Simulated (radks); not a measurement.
Task: The mean radii <r> (bohr) of the occupied orbitals of an atom or ion are listed with their occupations. Calculated with a radial shooting solver on a logarithmic mesh with Libxc functionals: scalar-relativistic Kohn-Sham, r2SCAN, spin-polarised, spherical densities, finite nucleus; meta-GGA in the generalised Kohn-Sham scheme; Fermi nuclear charge, rms radius of each element as measured or else 0.836 A^(1/3) + 0.57 fm.

orbital  occ.     <r>
1s up       1  0.5017

Name the element and its charge. Open shells, if any, are filled with parallel spins first.

Result: Z = 3, lithium, charge +2: Li2+ in 1s1. The 1s radius gives Z: for a bare nucleus <r> = (2 gamma + 1)/(2Z) with gamma = sqrt(1 - (Z/c)^2), 0.4999 bohr for Z = 3, and the self-interaction of the functional makes it slightly larger (0.5017 here). The occupations add up to 1, and the charge is Z minus that.
